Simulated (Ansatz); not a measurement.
Relaxation of the cluster RuPt₃⁻ with UKS r2SCAN-D4/def2-SVPD.

```sh
$ ansatz run in.yaml --threads 4 --pin off --events-out ev --progress --plain --max-ram 3916MiB
```

```yaml
crystal:
  periodic: [false, false, false]
  atoms:
    - {symbol: Pt, position_ang: [1.890900, -0.923190, -0.064110]}
    - {symbol: Pt, position_ang: [-1.956720, 0.768840, 0.108160]}
    - {symbol: Pt, position_ang: [0.512490, 1.168150, -0.024420]}
    - {symbol: Ru, position_ang: [-0.446670, -1.013800, -0.019620]}
basis:
  gaussian: {orbitals: def2-SVPD}
total_charge: -1
magnetization: {spin_polarized: true, initial_magnetization: 1}
hamiltonian: {xc: r2scan, dispersion: d4}
scf: {lower_state_search: "off"}
output: {orbitals: {seedname: orbitals}}
relax: {f_tol: 0.02, max_steps: 100}
```

Hardware: 4 threads of Arm Neoverse N1 on a shared host. Wall time 8.1 min.

Positions (Å) and forces (eV/Å) at steps 1, 2, 3, 4, 6, 7, 8 of 8:

```xyz
4
step=1 energy=-12331.2012 eV
Pt    1.891   -0.923   -0.064    2.198   -1.189   -0.026
Pt   -1.957    0.769    0.108   -2.261    0.706    0.170
Pt    0.512    1.168   -0.024    0.618    1.420   -0.076
Ru   -0.447   -1.014   -0.020   -0.555   -0.938   -0.069
4
step=2 energy=-12331.4323 eV
Pt    2.040   -1.047   -0.062   -0.792    0.393   -0.005
Pt   -2.146    0.791    0.125    0.797   -0.318   -0.076
Pt    0.538    1.226   -0.035   -0.157   -0.408    0.034
Ru   -0.433   -0.971   -0.028    0.152    0.332    0.047
4
step=3 energy=-12331.4897 eV
Pt    1.983   -0.993   -0.065    0.157   -0.094   -0.016
Pt   -2.070    0.786    0.117   -0.166    0.041   -0.002
Pt    0.528    1.199   -0.029    0.055    0.123    0.006
Ru   -0.441   -0.992   -0.023   -0.046   -0.071    0.012
4
step=4 energy=-12331.4922 eV
Pt    1.991   -1.002   -0.069   -0.003   -0.004   -0.014
Pt   -2.082    0.786    0.113    0.001   -0.009   -0.014
Pt    0.530    1.205   -0.026    0.006    0.010    0.011
Ru   -0.439   -0.988   -0.018   -0.004    0.003    0.017
4
step=6 energy=-12331.4939 eV
Pt    1.990   -1.005   -0.138   -0.086    0.030    0.008
Pt   -2.088    0.784    0.045    0.087   -0.039    0.001
Pt    0.534    1.207    0.030   -0.013   -0.007   -0.003
Ru   -0.436   -0.987    0.064    0.012    0.017   -0.006
4
step=7 energy=-12331.4941 eV
Pt    1.979   -1.003   -0.135    0.063   -0.020   -0.012
Pt   -2.079    0.779    0.047   -0.033    0.028   -0.006
Pt    0.536    1.212    0.028   -0.026   -0.023    0.007
Ru   -0.436   -0.988    0.061   -0.004    0.015    0.011
4
step=8 energy=-12331.4946 eV
Pt    1.981   -1.003   -0.148    0.001   -0.003   -0.002
Pt   -2.081    0.780    0.034    0.006    0.001   -0.001
Pt    0.535    1.210    0.038   -0.007    0.005    0.001
Ru   -0.435   -0.988    0.076    0.000   -0.003    0.002
```

In the def2 sets Pt, Ru take a core potential; there is no spin–orbit coupling. The charge -1 doublet is spin-contaminated (final ⟨S²⟩ up to 2.27, 0.75 for a pure state). At r2SCAN-D4/def2-SVPD a quartet of charge -1 lies 0.48 eV below the doublet, each at its own geometry. The structure comes from a short search, and lower isomers may exist.
